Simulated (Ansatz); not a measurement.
`C[S][Al]([F])[F]` + H₂ → `[F][AlH][F]` + CH₃SH at 400 K and 1 bar (hydrogenolysis of the Al–S bond).

Gas-phase electronic energies from Ansatz, PBE0-D4/def2-TZVP geometries. CCSD(T)/CBS is the MP2 limit (def2-TZVPP, def2-QZVPP) plus CCSD(T) − MP2 in def2-TZVPP, frozen cores. This one scheme is used for every species. One conformer a species, not always the lowest.

```json
{"species": "`C[S][Al]([F])[F]`", "CCSD(T)/CBS energy (Eh)": "-879.43566", "H − E (kJ/mol)": "149.4", "S (J/(mol·K))": "392.1"}
{"species": "H₂", "CCSD(T)/CBS energy (Eh)": "-1.17544", "H − E (kJ/mol)": "38.0", "S (J/(mol·K))": "139.0"}
{"species": "`[F][AlH][F]`", "CCSD(T)/CBS energy (Eh)": "-442.35155", "H − E (kJ/mol)": "49.2", "S (J/(mol·K))": "281.7"}
{"species": "CH₃SH", "CCSD(T)/CBS energy (Eh)": "-438.22835", "H − E (kJ/mol)": "138.7", "S (J/(mol·K))": "269.4"}
```

H − E and S are ideal-gas, rigid-rotor, harmonic terms from PBE0-D4/def2-TZVP, for one conformer and one mirror image of each species. The MP2-based limit puts H₂ 0.8 mEh under its directly extrapolated value; such offsets cancel only in part. 1 Eh = 2625.50 kJ/mol, R = 8.31446 J/(mol·K).

Question: By hand: ΔE, ΔH, ΔS and ΔG.

Answer: ΔE = (-442.35155) + (-438.22835) − (-879.43566) − (-1.17544) = 0.03120 Eh = 81.9 kJ/mol. Δ(H − E) = 49.2 + 138.7 − 149.4 − 38.0 = 0.5, so ΔH = 82.4 kJ/mol. ΔS = 281.7 + 269.4 − 392.1 − 139.0 = 20.0 J/(mol·K). ΔG = 82.4 − 400 × (20.0)/1000 = 74.4 kJ/mol.

Question: By hand: the equilibrium constant, and the temperature at which ΔG would vanish if ΔH and ΔS stayed fixed.

Answer: log₁₀ K = −ΔG/(RT ln 10) = -9.7. ΔG = 0 at ΔH/ΔS = 4120 K, far beyond where these terms or the molecules hold.

ΔH outweighs TΔS. A doubt of 5 kJ/mol in ΔE shifts log₁₀ K by 0.7 here. Other conformers and mirror images would add mixing entropy, several J/(mol·K) or more a flexible species. Modes under 60 cm⁻¹, often nearly free rotors, make the harmonic entropy too high. These are equilibria of isolated gas molecules and say nothing of rates. Largest T1 diagnostic: 0.013 (customary marks: 0.02 for closed shells, 0.045 for open ones).
